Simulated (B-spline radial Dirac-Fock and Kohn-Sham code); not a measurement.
**Kohn-Sham estimates against Dirac-Fock for the levels of Rb²⁰⁺**

System: rubidium as Rb²⁰⁺, configuration [Ne] 3s2 3p5.

The density-functional columns are spherical, spin-unpolarised Dirac-Kohn-Sham results without Breit or QED terms: −ε is minus the orbital energy of the initial state and ΔSCF the difference of two total energies. The reference in the last column comes from ΔSCF Dirac-Fock with Breit, self-energy and vacuum polarisation, finite nucleus, configuration average. All numbers are from an atomic code on a B-spline grid, in eV; a selection of levels is shown. For the 1s level of heavy atoms much of the gap between ΔSCF and the reference is the Breit and QED part, -36.4 eV here; for other levels the error of the functional can be larger.

```csv
level,LDA −ε,LDA ΔSCF,Dirac-Fock
K (1s),15813.3,16072.2,16040.9
L1 (2s),2803.5,2863.8,2894.9
L2 (2p1/2),2623.6,2694.2,2693.0
M1 (3s),959.3,984.4,992.7
"M2,3 (3p)",888.4,914.0,911.5
```

Values without a named source are computed, but for edge energies of neutral atoms, which are taken from tables.
